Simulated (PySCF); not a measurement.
Precursor series Hf OH-NH2. All species are isolated molecules in the gas phase. One relaxed conformer stands for each flexible species; it need not be the lowest.

The HOMO–LUMO gap from two functionals at the same geometries (BP86-D3(BJ)/def2-SVP), both in PySCF: PBE-D3(BJ)/def2-TZVP and TPSSh-D3(BJ)/def2-TZVP. 

```tsv
species	TPSSh-D3(BJ)/def2-TZVP (eV)
0 of 4 OH replaced by NH2 ([Hf(OH)4])	7.32
3 of 4 OH replaced by NH2 ([Hf(OH)(NH2)3])	5.77
4 of 4 OH replaced by NH2	5.79
```

Q: What does PBE-D3(BJ)/def2-TZVP give for each?

A: 
- 0 of 4 OH replaced by NH2 ([Hf(OH)4]): 6.09
- 3 of 4 OH replaced by NH2 ([Hf(OH)(NH2)3]): 4.69
- 4 of 4 OH replaced by NH2: 4.70
Over these rows, drawn at random from the members with no instability flagged (it was tested for open shells, ions and some series alone), PBE minus TPSSh-D3(BJ): mean -1.14 eV, from -1.24 eV to -1.08 eV.
